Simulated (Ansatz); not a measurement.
A geometry relaxed with PBE0-D3(BJ)/def2-TZVP (Ansatz, a program for electronic structure), charge 0, multiplicity 1:

```xyz
6

H      1.8743     0.2084    -0.7965
H     -1.6142    -0.7948    -0.7719
B      0.6611    -0.6319     1.1149
C      1.2327    -0.1273    -0.0009
Si    -0.7609     0.0045     0.1470
H     -1.3929     1.3411     0.3075
```

### Question
Write the SMILES of this molecule.

### Answer
`B1=C[SiH2]1`
